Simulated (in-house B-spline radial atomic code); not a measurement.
RPA and G0W0 on BHandHLYP: O V (O4+)

Configuration [He] 2s2, mean-field start BHandHLYP. Computed with an all-electron radial atomic-structure program (B-spline basis): all electrons, non-relativistic, point nucleus, each spin shell either full or empty, empty states to l = 9 with an (l + 1/2)⁻⁴ tail; G0W0 by contour deformation at full frequency.

Command:
```bash
python run_gw.py task.json out
```
Settings (radii: box in bohr, nucleus in fm):
```
Z                        8
electrons                4
configuration            [He] 2s2
hamiltonian              nr
method                   bhandhlyp
lmax                     9
spin_polarised           False
box_radius               11.96
intervals                45
ion_configuration        [He] 2s1
```

Run time, properties included: 0.7 s on 1 thread of Arm Neoverse V2, with other jobs on the host.

Energies (hartree):

```json
{"term": "mean-field total", "value": "-68.37574"}
{"term": "Hartree-Fock functional on these orbitals", "value": "-68.25693"}
{"term": "direct second order", "value": "-0.27002"}
{"term": "second-order exchange", "value": "0.13199"}
{"term": "SOSEX correction", "value": "0.10855"}
```

Task: What is the RPA correlation energy, and what remains with SOSEX?

Result: RPA gives -0.22217 hartree (-1.51 eV per electron); RPA + SOSEX gives -0.11362, and the second-order doubles -0.13803 hartree (no singles). SOSEX takes back 49 % of the RPA value.

Quasi-particle levels (eV):

| level | occupied | mean field | Σx - vxc | Σc | QP weight | G0W0 |
| --- | --- | --- | --- | --- | --- | --- |
| 2s | yes | -107.45 | -3.85 | ? | ? | ? |
| 1s | yes | -645.67 | -23.41 | 5.00 | 0.941 | -664.08 |
| 2p | no | -83.44 | 6.98 | -1.62 | 0.972 | -78.08 |

G0W0 = mean field + (Σx - vxc) + Σc, with Σc (partial-wave tail included) taken at the quasi-particle energy.

Task: Where does G0W0 put 2s?

Result: At -113.60 eV, with Σc = -2.31 eV and a quasi-particle weight of 0.961. The tabulated removal energy is 113.899 eV (NIST, measured).

Task: What does it cost to remove one electron (to [He] 2s1) by differences of total energies, each species on its own start (correlation terms add to the Hartree-Fock functional)?

Result: BHandHLYP 112.41 eV, Hartree-Fock functional 111.00 eV, + RPA 113.46 eV, + RPA + SOSEX 112.78 eV, + second order 113.39 eV. Tabulated: 113.899 eV (NIST, measured).
